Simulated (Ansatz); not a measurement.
Ansatz (an electronic-structure program) input:

Ansatz 0.2 input:
```yaml
crystal:
  periodic: [false, false, false]
  atoms:
    - {symbol: Ti, position_ang: [-0.06250553, -0.34995921, -0.15182726]}
    - {symbol: O, position_ang: [1.12299645, 0.66889612, -0.65082988]}
    - {symbol: O, position_ang: [-0.95110625, 0.29349171, 1.06835486]}
basis:
  gaussian:
    orbitals: def2-TZVP
hamiltonian:
  xc: {name: wB97X-V}
relax: {f_tol: 0.003, max_steps: 100}
```

**Question.** Predict the final energy.

**Answer.** -999.82968 Eh (wB97X-V/def2-TZVP). The basis has 107 functions. The run takes very roughly 30 core-seconds.
